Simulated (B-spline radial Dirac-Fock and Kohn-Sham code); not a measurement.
# Energy-loss ionisation edge L2 of Tc

System: the Tc atom, configuration [Kr] 4d5 5s2. Method: the first Born approximation with generalised oscillator strengths from a Dirac-Hartree-Slater potential (longitudinal and transverse terms; continuum final states only, so no white lines or fine structure). Computed with a radial atomic solver. The edge is taken at 2793.0 eV (tabulated value).

Partial cross sections σ(β, Δ) in barn, integrated over a window Δ above the edge and up to the collection semi-angle β, for parallel illumination:

```
E₀ (kV)  β (mrad)  Δ = 25 eV  Δ = 50 eV  Δ = 100 eV  Δ = 200 eV  Δ = 300 eV
     60         5      0.346      0.709        1.39        2.58        3.57
     60        10       1.31       2.69        5.27        9.80        13.6
     80         5      0.472      0.968        1.89        3.51        4.87
     80        10       1.73       3.56        6.97        13.0        18.0
     80        20       5.31       10.9        21.5        40.1        56.1
    100        10       2.13       4.36        8.56        15.9        22.1
    120         5      0.728       1.49        2.92        5.42        7.52
    120        20       6.49       13.4        26.3        49.5        69.4
    120        50       14.1       29.0        57.6         110         155
    120       100       18.9       39.0        77.8         149         213
    200         5       1.27       2.60        5.09        9.46        13.1
    200       100       15.9       32.9        65.6         126         181
    300        10       4.83       9.93        19.6        36.9        51.8
    300       100          ?          ?           ?           ?           ?
```

**Question.** Give the row for 300 kV and 100 mrad.

**Answer.** 14.2 b for 25 eV, 29.3 b for 50 eV, 58.4 b for 100 eV, 112 b for 200 eV, 161 b for 300 eV.
